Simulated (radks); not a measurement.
Task: Coherent X-ray form factor from a spherical all-electron density. Calculated with a radial shooting solver on a logarithmic mesh with Libxc functionals: non-relativistic Kohn-Sham, PBEsol, spin-polarised, spherical densities, point nucleus.

sin(theta)/lambda (1/angstrom),f0 (electrons)
0.05,20.496
0.1,19.232
0.15,17.661
0.2,16.074
0.25,14.572
0.3,13.183
0.4,10.837
0.5,9.135
0.6,7.990
0.8,6.647
1,5.713
1.25,4.614
1.5,3.622
2,2.267

The species is in the configuration that NIST lists as its ground one. Which atom or ion scatters so?

Result: The titanium ion Ti+, [Ar] 3d2 4s1. Extrapolating in s^2 from the first two rows gives f0(0) = 20.9, near the electron count 21; among species with that count, the fall with angle is slower the higher Z, and the table is that of Z = 22; from so few rows the species is fixed only to a neighbour or two.
